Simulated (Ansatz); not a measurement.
Frontier orbitals of C2H8AlB, SMILES `CC[BH][AlH2]`.

The species carries charge 0 and has multiplicity 1. The geometry is a stationary point of PBE0-D4/def2-TZVP. It is one conformer, not always the lowest. Basis def2-TZVPP, Ansatz 0.2.0.

Orbital energies of one run (eV). Highest occupied ones, from the top: -6.16, -7.38, -8.02, -9.02, -9.34, -10.01, -10.83, -11.48, -12.29, -16.62, -20.28, -71.33, -71.36, -71.60. Empty: -2.55, -2.12, 0.53, 0.71, 1.20, 1.51.

Which functional gave them?
A. B3LYP
B. ωB97X-V
C. BHLYP
D. B97M-V

D. HOMO energies: B97M-V -6.16, B3LYP -6.83, BHLYP -8.09, ωB97X-V -9.33 eV.

B3LYP here is the variant with VWN-RPA as its local correlation; programs differ in this.
